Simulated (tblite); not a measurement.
Species: C6H10GaNO.
Geometry (GFN2-xTB, Å), atoms numbered from 1 in this order:
```
atom  x, y, z in Å
C1     3.177    0.905    0.017
O2     2.280   -0.155   -0.168
Ga3    1.316   -1.552   -0.425
N4    -0.547   -0.714    0.034
C5    -1.216   -0.057   -0.901
C6    -2.320    0.723   -0.605
C7    -2.729    0.815    0.718
C8    -2.016    0.131    1.691
C9    -0.923   -0.622    1.301
H10    3.706    1.128   -0.915
H11    3.915    0.655    0.784
H12    2.636    1.803    0.334
H13    1.459   -2.624    0.679
H14    1.134   -1.920   -1.914
H15   -0.836   -0.176   -1.910
H16   -2.845    1.247   -1.388
H17   -3.585    1.416    0.985
H18   -2.302    0.183    2.730
H19   -0.313   -1.177    2.006
```

Level: GFN2-xTB in tblite, geometry and Hessian alike; calculated harmonic values, unscaled, isolated species. The method is semi-empirical: single wavenumbers can be off by several per cent or more. Modes of hydrogen on gallium can be 10 to 20 % off. One conformer, not necessarily the lowest.

Harmonic wavenumbers (cm⁻¹): 32.3, 36.1, 69.1, 90.4, 104.6, 116.9, 143.4, 186.6, 349.5, 386.2, 410.8, 439.7, 471.2, 591.3, 605.8, 613.6, 685.1, 726.7, 732.3, 895.2, 909.0, 921.5, 940.8, 988.1, 1081.7, 1095.7, 1096.1, 1125.2, 1141.1, 1145.0, 1163.3, 1188.2, 1264.0, 1304.1, 1413.7, 1421.8, 1438.6, 1491.2, 1492.0, 1571.2, 1586.1, 1702.6, 1732.8, 2906.1, 2929.3, 2943.6, 3018.9, 3021.0, 3089.7, 3104.7, 3107.4.

A = 2190, B = 670.9, C = 626.5 MHz; mass 181.002 u (most abundant isotopes); point group Cs, symmetry number 1.

Q: Zero-point energy?

A: ½Σν̃ = 30511 cm⁻¹ = 364.99 kJ/mol.

Q: What is S at 273.15 K and 1 bar for an ideal gas of classical rigid rotors and harmonic oscillators?

A: Translation 171.87, rotation 125.42, vibration 149.73: S = 447.0 J/(mol K).

Q: And Cp and H(273.15 K) − H(0)?

A: Cp = 162.78 J/(mol K), of which vibrations give 129.52 (their classical limit is 51 R = 424.0); H(273.15 K) − H(0) = 28.65 kJ/mol without the zero-point energy, 19.56 from vibrations.

Q: How do the functions run with temperature in this model?

A: 
| T (K) | S (J/(mol K)) | Cp (J/(mol K)) | H − H(0) (kJ/mol) | G − H(0) (kJ/mol) | ln q(vib) |
| --- | --- | --- | --- | --- | --- |
| 100 | 325.2 | 93.2 | 6.67 | -25.85 | 3.35 |
| 200 | 401.4 | 131.8 | 17.88 | -62.40 | 7.01 |
| 300 | 462.8 | 174.4 | 33.17 | -105.67 | 10.23 |
| 500 | 570.9 | 251.6 | 76.14 | -209.29 | 16.17 |
| 800 | 706.7 | 325.1 | 163.71 | -401.66 | 24.33 |
| 1000 | 782.7 | 355.7 | 231.96 | -550.77 | 29.30 |

q(vib) and H(0) count from the zero-point level.

Q: Which modes carry the vibrational entropy at 273.15 K?

A: 32.3 cm⁻¹: 23.05; 36.1 cm⁻¹: 22.13; 69.1 cm⁻¹: 16.76; 90.4 cm⁻¹: 14.56; 104.6 cm⁻¹: 13.37; 116.9 cm⁻¹: 12.48 J/(mol K); the other 45 give 47.38 together.

Q: What must be added to the electronic energy to get the Gibbs energy at 273.15 K and 1 bar?

A: ZPE + [H(273.15 K) − H(0)] − T·S = 364.99 + 28.65 − 122.10 = 271.54 kJ/mol.

Hindered rotation and anharmonicity are outside this model. Other conformers, if any are populated, would add a mixing term that is left out.
